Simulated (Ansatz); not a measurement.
Cd2Te, 3 atoms. Hardware: 4 threads of Arm Neoverse V1 on a shared host.

In the def2 sets Cd, Te take a core potential; there is no spin–orbit coupling. Correlated methods freeze 4 core orbitals; core or outer-core shells of Cd, Te are correlated, in sets that lack core-valence functions.

How many basis functions does each of these Ansatz runs have, and roughly what does it cost? B2PLYP/def2-TZVP, charge 0 singlet, energy, from earlier orbitals; ωB97M-V/def2-TZVP, charge 0 quintet, energy, from earlier orbitals; LC-ωPBE/def2-TZVP, charge 0 triplet, energy, from earlier orbitals; PBE-D4/def2-TZVP, charge 0 unrestricted singlet, energy, from earlier orbitals; LC-ωPBE (ω = 0.10 bohr⁻¹)/def2-TZVP, charge 0 quintet, energy, from earlier orbitals; r2SCAN-D4/def2-TZVP, charge 0 triplet, energy, from earlier orbitals; RPA@PBE/def2-TZVP, charge 0 singlet, energy, from earlier orbitals; B97M-V/def2-TZVP, charge 0 quintet, energy, from earlier orbitals; BHLYP-D4/def2-TZVP, charge 0 singlet, energy, from earlier orbitals; r2SCAN-D4/def2-TZVP, charge 1 doublet at the geometry of the charge 0 singlet, energy, from earlier orbitals; LC-ωPBE/def2-TZVP, charge 0 quintet, energy, from earlier orbitals; B97M-V/def2-TZVP, charge 0 triplet, energy, from earlier orbitals.

Other jobs shared the machine, so times can vary by a factor of up to 3. A dash marks memory too small to be measured apart from the calling script's.

| run | functions | fitting or Cholesky vectors | wall time | peak host memory (GiB) |
| --- | --- | --- | --- | --- |
| PBE-D4/def2-TZVP, charge 0 unrestricted singlet, energy, from earlier orbitals | 130 | 1124 | 2.2 s | – |
| BHLYP-D4/def2-TZVP, charge 0 singlet, energy, from earlier orbitals | 130 | 1437 | 2.6 s | – |
| B2PLYP/def2-TZVP, charge 0 singlet, energy, from earlier orbitals | 130 | 1236 | 3 s | – |
| LC-ωPBE/def2-TZVP, charge 0 triplet, energy, from earlier orbitals | 130 | 1124 | 3 s | – |
| RPA@PBE/def2-TZVP, charge 0 singlet, energy, from earlier orbitals | 130 | 1236 | 3.2 s | – |
| r2SCAN-D4/def2-TZVP, charge 0 triplet, energy, from earlier orbitals | 130 | 1124 | 4.9 s | – |
| LC-ωPBE/def2-TZVP, charge 0 quintet, energy, from earlier orbitals | 130 | 1124 | 7.5 s | – |
| LC-ωPBE (ω = 0.10 bohr⁻¹)/def2-TZVP, charge 0 quintet, energy, from earlier orbitals | 130 | 1124 | 8.5 s | – |
| B97M-V/def2-TZVP, charge 0 triplet, energy, from earlier orbitals | 130 | 1124 | 9.5 s | – |
| B97M-V/def2-TZVP, charge 0 quintet, energy, from earlier orbitals | 130 | 1124 | 11 s | – |
| r2SCAN-D4/def2-TZVP, charge 1 doublet at the geometry of the charge 0 singlet, energy, from earlier orbitals | 130 | 1124 | 22 s | – |
| ωB97M-V/def2-TZVP, charge 0 quintet, energy, from earlier orbitals | 130 | 1149 | 35 s | 0.94 |
